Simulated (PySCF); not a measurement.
PySCF input file for Si(H)(Cl)(NH2)2 (ClH₅N₂Si), SMILES N[SiH](N)Cl, TDDFT-M06-2X/def2-SVPD. The structure is a stationary point at PBE0-D3(BJ)/def2-SVP. The values are those of a single conformer.

```python
import numpy as np
from pyscf import gto, scf, dft, tdscf

mol = gto.M(
    atom='''
    Si   -0.23090297   -0.08901058    0.50458367
    N    -1.40517609   -1.00462789   -0.34003944
    N     0.89803758   -1.18527877    1.17209278
    Cl    0.49597797    1.23069305   -0.94353864
    H    -0.65545408    0.78866849    1.62984342
    H    -1.93309737   -0.59451163   -1.10026807
    H    -1.90362120   -1.75679256    0.12050587
    H     1.32406193   -1.89438415    0.58534642
    H     1.51909650   -0.88926749    1.91618455
    ''',
    basis='def2-SVPD',
    charge=0,
    spin=0,
    max_memory=1600,
    verbose=4,
)
mf = dft.RKS(mol, xc='m06-2x').density_fit(auxbasis='def2-universal-jkfit')
mf.grids.level = 4
mf.conv_tol = 1e-9
mf.max_cycle = 100
mf.kernel()
mf.grids = dft.Grids(mol).set(level=2).build(with_non0tab=True)  # coarser grid for the response kernel
td = tdscf.TDDFT(mf)
td.singlet = True
td.nstates = 10
td.conv_tol = 1e-4
td.kernel(x0=td.get_init_guess(mf, 15))
td.analyze()
tt = tdscf.TDA(mf)
tt.singlet = False
tt.nstates = 4
tt.conv_tol = 1e-4
tt.kernel(x0=tt.get_init_guess(mf, 9))
tt.analyze(verbose=3)
```

It prints:

```
PySCF version 2.14.0

[INPUT] verbose = 4
[INPUT] num. atoms = 9
[INPUT] num. electrons = 50
[INPUT] charge = 0
[INPUT] spin (= nelec alpha-beta = 2S) = 0
[INPUT] symmetry False subgroup None
[INPUT] Mole.unit = angstrom
[INPUT] Symbol           X                Y                Z      unit          X                Y                Z       unit  Magmom
[INPUT]  1 Si    -0.230902970000  -0.089010580000   0.504583670000 AA   -0.436343374649  -0.168205618389   0.953524943228 Bohr   0.0
[INPUT]  2 N     -1.405176090000  -1.004627890000  -0.340039440000 AA   -2.655397966887  -1.898471569200  -0.642581413150 Bohr   0.0
[INPUT]  3 N      0.898037580000  -1.185278770000   1.172092780000 AA    1.697045075767  -2.239852256561   2.214934346780 Bohr   0.0
[INPUT]  4 Cl     0.495977970000   1.230693050000  -0.943538640000 AA    0.937262527118   2.325672807906  -1.783029617545 Bohr   0.0
[INPUT]  5 H     -0.655454080000   0.788668490000   1.629843420000 AA   -1.238628698429   1.490367449174   3.079957689724 Bohr   0.0
[INPUT]  6 H     -1.933097370000  -0.594511630000  -1.100268070000 AA   -3.653024601417  -1.123464158569  -2.079205315904 Bohr   0.0
[INPUT]  7 H     -1.903621200000  -1.756792560000   0.120505870000 AA   -3.597322712916  -3.319856796074   0.227723090702 Bohr   0.0
[INPUT]  8 H      1.324061930000  -1.894384150000   0.585346420000 AA    2.502114419663  -3.579867218217   1.106144421795 Bohr   0.0
[INPUT]  9 H      1.519096500000  -0.889267490000   1.916184550000 AA    2.870676341785  -1.680472007579   3.621064003623 Bohr   0.0

nuclear repulsion = 225.171042537951
number of shells = 57
number of NR pGTOs = 197
number of NR cGTOs = 131
basis = def2-SVPD
ecp = {}


[settings echo left out]
init E= -862.177106887402
  HOMO = -0.320606321438478  LUMO = 0.00130567348179023  gap/eV = 8.75967
cycle= 1 E= -861.899216388214  delta_E= 0.278  |g|= 0.429  |ddm|= 3.55
  HOMO = -0.298401860451711  LUMO = 0.0282521997934722  gap/eV = 8.88871
cycle= 2 E= -861.909368430295  delta_E= -0.0102  |g|= 0.404  |ddm|= 1.34
  HOMO = -0.344049273459063  LUMO = 0.0254673361808004  gap/eV = 10.05506
cycle= 3 E= -861.944970342104  delta_E= -0.0356  |g|= 0.0443  |ddm|= 0.54
  HOMO = -0.337288211555543  LUMO = 0.0273647897847593  gap/eV = 9.92271
cycle= 4 E= -861.945390241263  delta_E= -0.00042  |g|= 0.0173  |ddm|= 0.0838
  HOMO = -0.338759613051939  LUMO = 0.027115579473298  gap/eV = 9.95597
cycle= 5 E= -861.945470285875  delta_E= -8e-05  |g|= 0.00267  |ddm|= 0.0316
  HOMO = -0.338454494956168  LUMO = 0.0271477573591521  gap/eV = 9.94854
cycle= 6 E= -861.945472551365  delta_E= -2.27e-06  |g|= 0.000741  |ddm|= 0.00709
  HOMO = -0.338554571070356  LUMO = 0.0271210152148149  gap/eV = 9.95054
cycle= 7 E= -861.945472726238  delta_E= -1.75e-07  |g|= 0.000168  |ddm|= 0.00192
  HOMO = -0.338544465210169  LUMO = 0.0271246055572467  gap/eV = 9.95036
cycle= 8 E= -861.945472735567  delta_E= -9.33e-09  |g|= 4.22e-05  |ddm|= 0.000352
  HOMO = -0.338537602754048  LUMO = 0.0271248939414113  gap/eV = 9.95018
cycle= 9 E= -861.945472736065  delta_E= -4.98e-10  |g|= 2.39e-05  |ddm|= 0.000102
  HOMO = -0.338543599821951  LUMO = 0.0271247170186837  gap/eV = 9.95034
Extra cycle  E= -861.945472736043  delta_E= 2.14e-11  |g|= 2.76e-05  |ddm|= 5.42e-05
converged SCF energy = -861.945472736043
tot grids = 72520


******** <class 'pyscf.tdscf.rks.TDDFT'> for <class 'pyscf.df.df_jk.DFRKS'> ********
nstates = 10 singlet
deg_eia_thresh = 1.000e-03
wfnsym = None
conv_tol = 0.0001
eigh lindep = 1e-12
eigh level_shift = 0
eigh max_cycle = 100


Excitation energies (eV)
[7.05144568 7.21350549 7.95350209 8.14406034 8.25653292 8.41077526
 8.48826534 8.50490231 8.55747107 8.6965004 ]

** Singlet excitation energies and oscillator strengths **
Excited State   1:      7.05145 eV    175.83 nm  f=0.0299
      24 -> 26       -0.16699
      25 -> 26       -0.57490
      25 -> 27       -0.30967
Excited State   2:      7.21351 eV    171.88 nm  f=0.0457
      24 -> 26        0.54943
      24 -> 27       -0.33626
      24 -> 29        0.11727
      25 -> 26       -0.16230
Excited State   3:      7.95350 eV    155.89 nm  f=0.0284
      24 -> 26        0.11264
      24 -> 28       -0.11497
      25 -> 26        0.12918
      25 -> 27       -0.38061
      25 -> 28       -0.42018
      25 -> 32       -0.27316
      25 -> 33       -0.11040
      25 -> 35        0.11450
Excited State   4:      8.14406 eV    152.24 nm  f=0.0017
      24 -> 26       -0.32512
      24 -> 27       -0.54269
      24 -> 30        0.10029
      24 -> 31        0.12022
      25 -> 26        0.10042
      25 -> 27        0.11167
Excited State   5:      8.25653 eV    150.16 nm  f=0.0296
      22 -> 28        0.10685
      23 -> 26        0.11928
      24 -> 27        0.13240
      24 -> 28        0.13066
      25 -> 26       -0.26060
      25 -> 27        0.36760
      25 -> 28       -0.36971
      25 -> 34       -0.18845
Excited State   6:      8.41078 eV    147.41 nm  f=0.0775
      22 -> 28       -0.16007
      23 -> 26        0.21938
      23 -> 28        0.24255
      24 -> 28       -0.47996
      24 -> 29       -0.13081
      24 -> 34       -0.11182
      25 -> 26       -0.10312
      25 -> 29        0.12671
Excited State   7:      8.48827 eV    146.07 nm  f=0.0337
      23 -> 26       -0.18345
      23 -> 28       -0.27793
      24 -> 28       -0.10527
      24 -> 29        0.11306
      25 -> 27        0.12461
      25 -> 30        0.43043
      25 -> 33       -0.14607
      25 -> 34       -0.17752
Excited State   8:      8.50490 eV    145.78 nm  f=0.0167
      23 -> 26       -0.21537
      23 -> 28       -0.19009
      24 -> 29       -0.49864
      24 -> 31        0.10463
      24 -> 32        0.10714
      24 -> 33       -0.12147
      24 -> 34       -0.13433
      24 -> 35       -0.21689
      25 -> 29        0.10590
Excited State   9:      8.55747 eV    144.88 nm  f=0.0671
      22 -> 28        0.12153
      23 -> 26        0.32781
      23 -> 28        0.17042
      24 -> 28        0.26445
      24 -> 29       -0.10729
      24 -> 30        0.11863
      25 -> 27       -0.15087
      25 -> 28        0.15543
      25 -> 30        0.32912
Excited State  10:      8.69650 eV    142.57 nm  f=0.0560
      23 -> 26        0.30889
      23 -> 28       -0.38558
      23 -> 29       -0.11669
      24 -> 31        0.10301
      25 -> 29        0.31107
      25 -> 31        0.18262

** Transition electric dipole moments (AU) **
state          X           Y           Z        Dip. S.      Osc.
  1        -0.2544      0.2526      0.2112      0.1732      0.0299
  2        -0.2361     -0.3485      0.2858      0.2589      0.0457
  3         0.0660     -0.0060      0.3763      0.1460      0.0284
  4        -0.0333      0.0057      0.0851      0.0084      0.0017
  5        -0.2138     -0.3161      0.0282      0.1464      0.0296
  6        -0.4307      0.3886     -0.1985      0.3760      0.0775
  7        -0.1647     -0.0540     -0.3631      0.1619      0.0337
  8         0.0936     -0.1905     -0.1872      0.0801      0.0167
  9         0.4633      0.0491      0.3206      0.3199      0.0671
 10         0.1719     -0.1103     -0.4702      0.2628      0.0560

** Transition velocity dipole moments (imaginary part, AU) **
state          X           Y           Z        Dip. S.      Osc.
  1        -0.0771      0.0737      0.0619      0.0152      0.0391
  2        -0.0731     -0.1040      0.0832      0.0231      0.0580
  3         0.0213     -0.0042      0.1176      0.0143      0.0326
  4        -0.0100      0.0011      0.0279      0.0009      0.0020
  5        -0.0678     -0.0983      0.0112      0.0144      0.0316
  6        -0.1394      0.1290     -0.0696      0.0409      0.0883
  7        -0.0531     -0.0174     -0.1198      0.0175      0.0373
  8         0.0305     -0.0628     -0.0623      0.0088      0.0187
  9         0.1549      0.0148      0.1024      0.0347      0.0735
 10         0.0608     -0.0412     -0.1606      0.0312      0.0651

** Transition magnetic dipole moments (imaginary part, AU) **
state          X           Y           Z
  1         0.2008     -0.5709      0.6879
  2         0.0519      0.6466      0.7005
  3        -0.4813     -0.1936      0.1953
  4        -0.3494     -0.2135     -0.1378
  5        -0.5295      0.7164     -0.2589
  6        -0.1445      0.1413     -0.2483
  7         0.7944      0.0315      0.0926
  8         0.1462      0.0505      0.0382
  9        -0.2089     -0.3644      0.0398
 10        -0.1477     -0.1825      0.1589


******** <class 'pyscf.tdscf.rks.TDA'> for <class 'pyscf.df.df_jk.DFRKS'> ********
nstates = 4 triplet
deg_eia_thresh = 1.000e-03
wfnsym = None
conv_tol = 0.0001
eigh lindep = 1e-12
eigh level_shift = 0
eigh max_cycle = 100


Excitation energies (eV)
[6.79016738 6.97024251 7.6574976  7.76726889]

** Triplet excitation energies and oscillator strengths **
Excited State   1:      6.79017 eV    182.59 nm  f=0.0000
Excited State   2:      6.97024 eV    177.88 nm  f=0.0000
Excited State   3:      7.65750 eV    161.91 nm  f=0.0000
Excited State   4:      7.76727 eV    159.62 nm  f=0.0000
```

Self-consistency was reached.
